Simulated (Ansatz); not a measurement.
The first iterations of a band of CH4 + GeH4 (10 atoms, charge 0, multiplicity 1).

Computed with Ansatz 0.2.0, RKS PBE0/def2-TZVP.

```yaml
movable_images: 5
climbing_image: yes
spring: 5.0 eV/Å²
optimiser: quadratic models (default)
start_path: through a guess of the saddle point
force_threshold: 0.5 eV/Å
iteration_limit: 60
end_points: relaxed
```

Image 0:

```xyz
10
Properties=species:S:1:pos:R:3
Ge -1.056 0.789 -1.601
H 0.428 1.176 -1.644
H -1.752 1.300 -2.869
H -1.714 1.420 -0.367
H -1.186 -0.738 -1.526
H 1.560 0.029 1.086
C 1.056 -0.789 1.601
H 0.986 -1.650 0.936
H 0.055 -0.473 1.895
H 1.624 -1.063 2.490
```

Image 6:

```xyz
10
Properties=species:S:1:pos:R:3
Ge -1.090 -0.087 -0.528
H 2.015 1.960 -0.718
H -0.263 0.165 -1.802
H -1.640 1.262 -0.031
H -2.279 -0.996 -0.892
H 2.568 1.876 -0.222
C 0.012 -0.924 0.849
H 0.419 -1.869 0.486
H -0.582 -1.120 1.742
H 0.841 -0.268 1.117
```

| iteration | highest image above the first end (eV) | largest band force component (eV/Å) |
| --- | --- | --- |
| 1 | 5.879 | 9.299 |
| 2 | 3.099 | 2.920 |
| 3 | 3.823 | 1.987 |
| 4 | 4.262 | 1.216 |
| 5 | 4.366 | 0.922 |
| 6 | 3.981 | 2.139 |
| 7 | 3.613 | 1.888 |

Does the band converge within its limit, and where does its top end?

The forces met the threshold. It ended after 22 iterations with the highest image 3.817 eV above the first end. The threshold of 0.5 eV/Å is loose, so the images may lie well off the minimum-energy path. Neighbouring images differ by up to 3.2 eV, so the band resolves the path poorly. The order of the stationary point at the top wasn't checked. The orbitals stay closed-shell, which can raise the energy where a bond breaks towards radicals; this wasn't checked here.

The run took 3.4 min on 4 threads of Arm Neoverse N1 (shared host), peak memory 0.29 GiB.
